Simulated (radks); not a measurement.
Species: Ru. Configuration: [Kr] 4d5 5s1 5p2 (not the ground configuration).

Method: scalar-relativistic Kohn-Sham, PBEsol, spin-polarised, spherical densities, finite nucleus; open shells are filled with parallel spins first (spin-orbit coupling, left out, can overturn this in heavy ions); Fermi nuclear charge, rms radius 4.4809 fm; computed with a radial shooting solver on a logarithmic mesh with Libxc functionals.

Energy parts (eV):
part                       energy
total                 -123216.009
kinetic                127405.664
electron-nucleus      -296921.632
Hartree                 49860.854
exchange-correlation    -3560.895

Orbitals (lengths in bohr, moments of r in powers of bohr):
| orbital | occ. | eigenvalue (eV) | <r> |
|---|---|---|---|
| 1s up | 1 | -21932.90 | 0.03345 |
| 1s down | 1 | -21932.85 | 0.03345 |
| 2s up | 1 | -3162.514 | 0.1457 |
| 2s down | 1 | -3161.726 | 0.1457 |
| 2p up | 3 | -2833.956 | 0.1270 |
| 2p down | 3 | -2833.338 | 0.1270 |
| 3s up | 1 | -564.7131 | 0.4030 |
| 3s down | 1 | -564.2217 | 0.4029 |
| 3p up | 3 | -456.8178 | 0.4033 |
| 3p down | 3 | -456.2674 | 0.4031 |
| 3d up | 5 | -283.1539 | 0.3843 |
| 3d down | 5 | -282.3679 | 0.3841 |
| 4s up | 1 | -87.0035 | 1.013 |
| 4s down | 1 | -83.2714 | 1.008 |
| 4p up | 3 | -56.8167 | 1.114 |
| 4p down | 3 | -52.8426 | 1.108 |
| 4d up | 5 | -14.1067 | 1.503 |
| 4d down | 0 | -9.8057 | 1.498 |
| 5s up | 1 | -8.6421 | 2.862 |
| 5p up | 2 | -3.6052 | 3.706 |

The highest occupied level is 5p up at -3.605 eV. The configuration is held as typed, so some empty levels lie below it. Summed over all electrons, <r^2> = 68.75 bohr^2, which gives a Langevin (diamagnetic) susceptibility term of -54.4 x 10^-6 cm^3/mol. The density falls to 0.001 e/bohr^3 at r = 5.03 bohr. The spin density at the nucleus is 16.19 e/bohr^3 (1s -0.07, 2s -1.29, 3s 0.43, 4s -3.18, 5s 20.30).
